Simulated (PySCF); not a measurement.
## Bonding in `C=[C](C)[AlH3-]`

Compound: C3H8Al (charge -1).
SMILES with atom numbers: `[CH2:1]=[C:2]([CH3:3])[AlH3-:4]` (hydrogens: H5, H6 on C1; H7, H8, H9 on C3; H10, H11, H12 on Al4)

Structure used (PBE0-D3(BJ)/def2-SVP), in Å, numbered top down from 1:
```xyz
12
C3H8Al angstrom
C     -0.7598    1.1637   -0.7772
C     -0.2386    0.1329   -0.0913
C     -1.1629   -0.7469    0.7070
Al     1.7585   -0.2669   -0.0771
H     -1.8434    1.3873   -0.7818
H     -0.1300    1.8377   -1.3717
H     -0.8862   -0.7346    1.7770
H     -1.0709   -1.8026    0.3933
H     -2.2305   -0.4570    0.6263
H      2.5332    0.8359   -1.0204
H      2.2936   -0.1880    1.4828
H      1.9921   -1.7997   -0.6438
```

Bond orders from the PBE0/pcSseg-1 density (PySCF). Isolated species at its PBE0-D3(BJ)/def2-SVP geometry, gas phase. The pcSseg-1 basis has no diffuse functions, a weakness for an anion.

Q: How far do the computed orders between heavy atoms stray from the drawn ones?

A: The largest departure is 0.327, at C2–Al4 (drawn single, 0.673). Drawn single, order below 0.88: C2–Al4 (0.673). The SMILES, with its formal charges, is one Lewis structure only.

Q: Give the Mayer order of every bond, beside its length.

A: 
```
   bond  drawn as  length (Å)  Mayer order
  C1–C2    double       1.343        1.972
  C2–C3    single       1.505        1.046
 C2–Al4    single       2.037        0.673
  C1–H5    single       1.106        0.935
  C1–H6    single       1.097        0.949
  C3–H7    single       1.105        0.954
  C3–H8    single       1.105        0.955
  C3–H9    single       1.109        0.958
Al4–H10    single       1.645        0.841
Al4–H11    single       1.651        0.834
Al4–H12    single       1.651        0.834
```

By pair of heavy elements: C–C: lowest C2–C3 (1.046, 1.505 Å), highest C1–C2 (1.972, 1.343 Å).

Q: Sum the orders of all bonds at each heavy atom with more than one neighbour and set the sums beside the valence in the SMILES.

A: C1 3.856 (drawn 4), C2 3.691 (drawn 4), C3 3.913 (drawn 4), Al4 3.182 (drawn 4). Orders between atoms that aren't bonded are not in these sums.

Mayer orders depend on the basis set.

These values come from a run that also computed NMR shieldings. On an Arm Neoverse V1 with one thread (shared host), this took 7.6 s.
